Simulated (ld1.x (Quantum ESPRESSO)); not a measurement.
Logarithmic derivatives: Ag, ultrasoft

```json
{
  "Element": "Ag (Z = 47)",
  "Generator": "ld1.x (Quantum ESPRESSO) 7.5",
  "Type": "ultrasoft",
  "Functional": "PBEsol",
  "Relativity": "scalar-relativistic",
  "Frozen core": "[Kr]",
  "Valence charge": "11",
  "Reference configuration": "4d10 5s0 5p0 (charge +1)",
  "Partial waves": "5s (bound, empty): rcut 2.35, rcutus 2.85 bohr; 5s channel at 0.1 Ry: rcut 2.35, rcutus 2.85 bohr; 5p (bound, empty): rcut 2.05, rcutus 2.25 bohr; 5p channel at 0.3 Ry: rcut 2.05, rcutus 2.25 bohr; 4d (bound): rcut 1.60, rcutus 1.95 bohr; 4d channel at 0.85 Ry: rcut 1.60, rcutus 1.95 bohr",
  "Local potential": "all-electron potential smoothed inside 2.00 bohr (lloc = -1)",
  "Core correction": "Bessel-smoothed model core inside 1.30 bohr",
  "Augmentation charge": "built from norm-conserving waves at rcut, not smoothed further"
}
```

The phase is arctan(r·u′/u) with u = r·R(r), unwrapped; energies in Ry, scanned from -3 to 5 Ry. A pole is an energy at which the radial function vanishes at the test radius. The pseudo phase is shifted by a multiple of π to meet the all-electron one at the reference energy, and phase errors are pseudo minus all-electron; the curves can meet again beyond the range given. Levels narrower than the energy grid can be missing from the lists of poles.

Problem. For each channel, where are the poles, and over which energies does the pseudopotential scatter like the atom?

Solution.

```json
{"channel": "s", "radius (bohr)": "3.10", "reference energy (Ry)": "-0.83", "poles, all-electron": "0.11", "poles, pseudo": "0.11", "unbroken range about the reference energy with phases within 0.05 rad": "below 0.6", "phase error 1 Ry above the reference energy (rad)": "+0.000"}
{"channel": "p", "radius (bohr)": "3.10", "reference energy (Ry)": "-0.45", "poles, all-electron": "1.05", "poles, pseudo": "-2.48, 1.06", "unbroken range about the reference energy with phases within 0.05 rad": "-2.5 to 3.1", "phase error 1 Ry above the reference energy (rad)": "+0.000"}
{"channel": "d", "radius (bohr)": "3.10", "reference energy (Ry)": "-1.15", "poles, all-electron": "-1.07, 2.85", "poles, pseudo": "-1.07, 0.38, 4.40", "unbroken range about the reference energy with phases within 0.05 rad": "below 0.3", "phase error 1 Ry above the reference energy (rad)": "+0.034"}
```

A Bessel basis up to 400 Ry misses an occupied level by 0.32 Ry, so cutoffs and ghosts were not judged.

Phases in the p channel:

```
E (Ry)  all-electron  pseudo
 -3.00         1.353   4.492
 -2.76         1.340   4.478
 -2.52         1.324   4.430
 -2.28         1.304   1.307
 -2.04         1.280   1.281
 -1.80         1.248   1.248
 -1.56         1.204   1.204
 -1.32         1.140   1.140
 -1.08         1.036   1.036
 -0.84         0.843   0.843
 -0.60         0.423   0.423
 -0.36        -0.368  -0.368
 -0.12        -0.976  -0.976
  0.12        -1.251  -1.251
  0.36        -1.390  -1.390
  0.60        -1.474  -1.474
  0.84        -1.531  -1.531
  1.08        -1.575  -1.575
  1.32        -1.612  -1.611
  1.56        -1.645  -1.644
  1.80        -1.678  -1.675
  2.04        -1.712  -1.708
  2.28        -1.751  -1.745
  2.52        -1.798  -1.788
  2.76        -1.862  -1.845
  3.00        -1.958  -1.925
  3.24        -2.121  -2.050
  3.48        -2.448  -2.275
  3.72        -3.114  -2.731
  3.96        -3.820  -3.446
  4.20        -4.178  -3.971
  4.44        -4.352  -4.231
  4.68        -4.450  -4.369
  4.92        -4.513  -4.453
```
